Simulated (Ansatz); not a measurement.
`BC[SiH3]` + `[CH3][AlH][OH]` → `B[O][AlH][CH3]` + `C[SiH3]` at 298.15 K and 1 bar (ligand exchange at a B–C bond).

Computed with Ansatz on PBE0-D4/def2-TZVP structures; ΔE is electronic, products minus reactants. CCSD(T)/CBS is the MP2 limit (def2-TZVPP, def2-QZVPP) plus CCSD(T) − MP2 in def2-TZVPP, frozen cores. This one scheme is used for every species. Each species was taken in one conformer, which may not be the lowest.

```tsv
species	CCSD(T)/CBS energy (Eh)	H − E (kJ/mol)	S (J/(mol·K))
`BC[SiH3]`	-356.11784	206.8	302.6
`[CH3][AlH][OH]`	-358.31021	163.6	305.3
`B[O][AlH][CH3]`	-383.73557	198.9	350.5
`C[SiH3]`	-330.73916	173.3	255.5
```

H − E and S are ideal-gas, rigid-rotor, harmonic terms from PBE0-D4/def2-TZVP, for one conformer and one mirror image of each species. 1 Eh = 2625.50 kJ/mol, R = 8.31446 J/(mol·K).

Task: By hand: ΔE, ΔH, ΔS and ΔG.

Result: ΔE = (-383.73557) + (-330.73916) − (-356.11784) − (-358.31021) = -0.04668 Eh = -122.6 kJ/mol. Δ(H − E) = 198.9 + 173.3 − 206.8 − 163.6 = 1.8, so ΔH = -120.8 kJ/mol. ΔS = 350.5 + 255.5 − 302.6 − 305.3 = -1.9 J/(mol·K). ΔG = -120.8 − 298.15 × (-1.9)/1000 = -120.2 kJ/mol.

Task: By hand: the equilibrium constant, and the temperature at which ΔG would vanish if ΔH and ΔS stayed fixed.

Result: log₁₀ K = −ΔG/(RT ln 10) = 21.1. ΔG = 0 at ΔH/ΔS = 63579 K, far beyond where these terms or the molecules hold.

The number of gas molecules stays the same, so ΔS is small and ΔH decides. A doubt of 5 kJ/mol in ΔE shifts log₁₀ K by 0.9 here. Other conformers and mirror images would add mixing entropy, several J/(mol·K) or more a flexible species. Modes under 60 cm⁻¹, often nearly free rotors, make the harmonic entropy too high. These are equilibria of isolated gas molecules and say nothing of rates. Largest T1 diagnostic: 0.013 (customary marks: 0.02 for closed shells, 0.045 for open ones).
